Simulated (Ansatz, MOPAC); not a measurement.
Molecule: SiCl, net charge 1, singlet state. SMILES of the parent species: [Si]Cl

Atoms: Si1, Cl2. Bonds: Si1-Cl2.

Bond lengths (Å) and angles (degrees) optimised at PM6 with MOPAC; MNDO with MOPAC; HF/3-21G with Ansatz (a program for electronic structure), each started from the B3LYP-D3(BJ)/def2-TZVP structure (Ansatz) of the last column. A row stands for all coordinates that are equal there.

```csv
coordinate,PM6,MNDO,HF/3-21G,B3LYP-D3(BJ)/def2-TZVP
Si1-Cl2,2.040,2.016,2.087,1.965
```

Mean signed difference of all 1 bond lengths from B3LYP-D3(BJ)/def2-TZVP: PM6 0.075 Å, MNDO 0.050 Å, HF/3-21G 0.122 Å.
